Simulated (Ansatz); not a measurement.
Born–Oppenheimer molecular dynamics of C₄H₈ClFSi (15 atoms, charge 0, multiplicity 1). It starts from a relaxed structure.

All numbers below come from RKS PBE0/STO-3G (Ansatz 0.2.0).

| Item | Value |
| --- | --- |
| ensemble | NVT, Langevin thermostat |
| time step | 0.5 fs |
| steps asked | 228 |
| set temperature | 500 K |
| friction | 0.5 /fs |
| seed | 421695 |

First frame:

```xyz
15
Properties=species:S:1:pos:R:3
C 0.902 -1.711 0.133
C 0.797 -0.423 -0.722
C -0.066 0.650 -0.059
Si -1.921 0.448 0.029
C 0.475 1.752 0.488
F -0.227 2.737 1.096
Cl 2.261 2.112 0.493
H -0.090 -2.146 0.312
H 1.367 -1.493 1.102
H 1.516 -2.457 -0.387
H 1.806 -0.021 -0.894
H 0.366 -0.681 -1.704
H -2.566 1.487 -0.740
H -2.272 -0.840 -0.517
H -2.370 0.534 1.399
```

Question: How far do the bonds stretch over the last three quarters of this one trajectory? (Pairs bonded in most of those frames.)

Answer: 
| bond | mean (Å) | spread (Å) | shortest | longest |
| --- | --- | --- | --- | --- |
| C1–C2 | 1.537 | 0.022 | 1.50 | 1.58 |
| C1–H8 | 1.102 | 0.029 | 1.04 | 1.20 |
| C1–H9 | 1.113 | 0.041 | 1.04 | 1.21 |
| C1–H10 | 1.094 | 0.026 | 1.05 | 1.15 |
| C2–C3 | 1.549 | 0.027 | 1.50 | 1.61 |
| C2–H11 | 1.119 | 0.040 | 1.03 | 1.22 |
| C2–H12 | 1.098 | 0.037 | 1.01 | 1.16 |
| C3–Si4 | 1.866 | 0.025 | 1.83 | 1.91 |
| C3–C5 | 1.345 | 0.019 | 1.31 | 1.39 |
| Si4–H13 | 1.449 | 0.042 | 1.34 | 1.54 |
| Si4–H14 | 1.441 | 0.036 | 1.36 | 1.51 |
| Si4–H15 | 1.448 | 0.032 | 1.37 | 1.52 |
| C5–F6 | 1.355 | 0.029 | 1.30 | 1.41 |
| C5–Cl7 | 1.840 | 0.017 | 1.80 | 1.88 |

Mean temperature of the second half: 519 K. A run of 0.11 ps of so small a system gives no equilibrium averages. The friction is so strong that the motion is overdamped, so the time scale means little. Limits of this set-up: minimal basis.

Run time: 13 min on 1 thread of Arm Neoverse V1, on a shared host, peak memory 0.23 GiB.
